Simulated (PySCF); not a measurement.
Orbital picture of KF⁺

PBE at R = 2.979 Å; K 3-21G, F 3-21G; no relativity (PySCF 2.14). State: ²Π (doublet), unpaired electrons π ↑. Only the outer orbitals are listed, counted within each symmetry.

```json
{"spin": "α", "orbital": "5σ", "occ.": "1", "ε (eV)": "-41.14", "on K (%)": "100", "main shells (%)": "100 K s"}
{"spin": "α", "orbital": "6σ", "occ.": "1", "ε (eV)": "-34.03", "on K (%)": "1", "main shells (%)": "99 F s"}
{"spin": "α", "orbital": "2π", "occ.": "1", "ε (eV)": "-24.82", "on K (%)": "100", "main shells (%)": "100 K p"}
{"spin": "α", "orbital": "2π", "occ.": "1", "ε (eV)": "-24.82", "on K (%)": "100", "main shells (%)": "100 K p"}
{"spin": "α", "orbital": "7σ", "occ.": "1", "ε (eV)": "-24.81", "on K (%)": "100", "main shells (%)": "100 K p"}
{"spin": "α", "orbital": "3π", "occ.": "1", "ε (eV)": "-16.78", "on K (%)": "0", "main shells (%)": "100 F p"}
{"spin": "α", "orbital": "8σ", "occ.": "1", "ε (eV)": "-14.46", "on K (%)": "2", "main shells (%)": "98 F p"}
{"spin": "α", "orbital": "3π", "occ.": "1", "ε (eV)": "-14.24", "on K (%)": "0", "main shells (%)": "100 F p"}
{"spin": "α", "orbital": "9σ", "occ.": "0", "ε (eV)": "-5.86", "on K (%)": "99", "main shells (%)": "99 K s"}
{"spin": "α", "orbital": "4π", "occ.": "0", "ε (eV)": "-3.82", "on K (%)": "100", "main shells (%)": "100 K p"}
{"spin": "α", "orbital": "4π", "occ.": "0", "ε (eV)": "-3.80", "on K (%)": "100", "main shells (%)": "100 K p"}
{"spin": "β", "orbital": "5σ", "occ.": "1", "ε (eV)": "-41.14", "on K (%)": "100", "main shells (%)": "100 K s"}
{"spin": "β", "orbital": "6σ", "occ.": "1", "ε (eV)": "-32.09", "on K (%)": "1", "main shells (%)": "99 F s"}
{"spin": "β", "orbital": "2π", "occ.": "1", "ε (eV)": "-24.82", "on K (%)": "100", "main shells (%)": "100 K p"}
{"spin": "β", "orbital": "2π", "occ.": "1", "ε (eV)": "-24.82", "on K (%)": "100", "main shells (%)": "100 K p"}
{"spin": "β", "orbital": "7σ", "occ.": "1", "ε (eV)": "-24.81", "on K (%)": "100", "main shells (%)": "100 K p"}
{"spin": "β", "orbital": "8σ", "occ.": "1", "ε (eV)": "-13.64", "on K (%)": "2", "main shells (%)": "98 F p"}
{"spin": "β", "orbital": "3π", "occ.": "1", "ε (eV)": "-13.41", "on K (%)": "0", "main shells (%)": "100 F p"}
{"spin": "β", "orbital": "3π", "occ.": "0", "ε (eV)": "-12.64", "on K (%)": "1", "main shells (%)": "100 F p"}
{"spin": "β", "orbital": "9σ", "occ.": "0", "ε (eV)": "-5.84", "on K (%)": "99", "main shells (%)": "99 K s"}
{"spin": "β", "orbital": "4π", "occ.": "0", "ε (eV)": "-3.81", "on K (%)": "100", "main shells (%)": "100 K p"}
```

Which are the highest filled and the lowest empty level, where do they sit, and how wide is the gap?

Highest filled β 3π at -13.41 eV (in %: 100 F p); lowest empty β 3π at -12.64 eV (in %: 100 F p); the gap at PBE is 0.77 eV. Both belong to one degenerate shell, split only by its one-sided filling, so this is no excitation gap.

The bond order (Mayer) is 0.13 and the ⟨S²⟩ is 0.750. The charge on K (Mulliken, basis-dependent) is 0.94 and the charge on K (Löwdin, basis-dependent) is 0.90. The dipole moment (positive dipole points towards F; it is taken about the centre of mass and depends on that origin) is -4.36 D and the polarisability along the bond is 3.1 bohr³. The polarisability across the bond is 2.0 bohr³.

3-21G is very small, so such numbers show the basis as much as the molecule. The state was picked by a PBE0 search and need not be the measured ground state.
